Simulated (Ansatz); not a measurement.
`CC[SiH2]C#N` + H₂ → `C[SiH2]C#N` + CH₄ at 400 K and 1 bar (hydrogenolysis of a C–C bond).

Gas-phase electronic energies from Ansatz, PBE0-D4/def2-TZVP geometries. CCSD(T)/CBS adds triple-zeta CCSD(T) − MP2 to the extrapolated MP2 energy (def2 sets, frozen cores). This one scheme is used for every species. One conformer a species, not always the lowest.

| species | CCSD(T)/CBS energy (Eh) | H − E (kJ/mol) | S (J/(mol·K)) |
| --- | --- | --- | --- |
| `CC[SiH2]C#N` | -462.15225 | 272.7 | 380.3 |
| H₂ | -1.17544 | 38.0 | 139.0 |
| `C[SiH2]C#N` | -422.89500 | 191.0 | 341.2 |
| CH₄ | -40.46206 | 131.3 | 197.2 |

H − E and S are ideal-gas, rigid-rotor, harmonic terms from PBE0-D4/def2-TZVP, for one conformer and one mirror image of each species. The MP2-based limit puts H₂ 0.8 mEh under its directly extrapolated value; such offsets cancel only in part. 1 Eh = 2625.50 kJ/mol, R = 8.31446 J/(mol·K).

By hand: ΔE, ΔH, ΔS and ΔG.

ΔE = (-422.89500) + (-40.46206) − (-462.15225) − (-1.17544) = -0.02937 Eh = -77.1 kJ/mol. Δ(H − E) = 191.0 + 131.3 − 272.7 − 38.0 = 11.6, so ΔH = -65.5 kJ/mol. ΔS = 341.2 + 197.2 − 380.3 − 139.0 = 19.1 J/(mol·K). ΔG = -65.5 − 400 × (19.1)/1000 = -73.1 kJ/mol.

By hand: the equilibrium constant, and the temperature at which ΔG would vanish if ΔH and ΔS stayed fixed.

log₁₀ K = −ΔG/(RT ln 10) = 9.5. ΔH and −TΔS have one sign here, so there is no such temperature.

ΔH outweighs TΔS. A doubt of 5 kJ/mol in ΔE shifts log₁₀ K by 0.7 here. Other conformers and mirror images would add mixing entropy, several J/(mol·K) or more a flexible species. These are equilibria of isolated gas molecules and say nothing of rates. Largest T1 diagnostic: 0.012 (customary marks: 0.02 for closed shells, 0.045 for open ones).
